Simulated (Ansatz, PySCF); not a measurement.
Conformers of C5H12 (SMILES CCCCC), B3LYP-D3(BJ)/def2-TZVP minima from an xTB search, which can miss the lowest.
Conformer 1 (charge 0, multiplicity 1):
```
atom    x (Å)    y (Å)    z (Å)
----  -------  -------  -------
C      2.5214   0.3603   0.3454
C      1.2537   0.2590  -0.4979
C      0.0045  -0.0327   0.3297
C     -1.2706  -0.1354  -0.5033
C     -2.5121  -0.4279   0.3343
H      2.4376   1.1596   1.0859
H      2.7087  -0.5706   0.8862
H      3.3977   0.5688  -0.2712
H      1.3766  -0.5258  -1.2514
H      1.1072   1.1916  -1.0527
H     -0.1198   0.7518   1.0852
H      0.1492  -0.9663   0.8855
H     -1.1447  -0.9191  -1.2577
H     -1.4139   0.7981  -1.0573
H     -2.4083  -1.3727   0.8736
H     -2.6794   0.3572   1.0758
H     -3.4077  -0.4958  -0.2860
```

Frozen-core correlation. CBS: X⁻³ extrapolation of the correlation energy, Hartree–Fock from the larger set. MP2 and its Hartree–Fock in cc-pVTZ are density fitted. Rows in 6-31G* carry no dispersion term and start afresh at each structure (6-31G* with six Cartesian d functions).

Programs: Ansatz (a first-principles code) with Gaussian orbitals; PySCF for 6-31G* rows. 

Electronic energies of 3 conformers above conformer 1 (kcal/mol):

```tsv
level	conformer 1	conformer 2	conformer 3
PBE/def2-TZVPP	0.00	0.80	1.53
B3LYP/6-31G*	0.00	0.86	1.69
wB97M-V/def2-TZVPP	0.00	0.58	0.88
MP2/CBS(cc-pVDZ, cc-pVTZ) + ΔCCSD(T)/cc-pVDZ	0.00	0.58	0.90
```

**Question.** Give Boltzmann populations at 298.15 K for each level, counting each conformer once and leaving out zero-point, thermal and symmetry terms.

**Answer.** 
Weights exp(−E/RT) with RT = 0.5925 kcal/mol, divided by their sum:
- PBE/def2-TZVPP: 75 %, 19 %, 6 %
- B3LYP/6-31G*: 78 %, 18 %, 4 %
- wB97M-V/def2-TZVPP: 62 %, 23 %, 14 %
- MP2/CBS(cc-pVDZ, cc-pVTZ) + ΔCCSD(T)/cc-pVDZ: 63 %, 24 %, 14 %
The share of conformer 1 runs from 62 to 78 % over these levels.
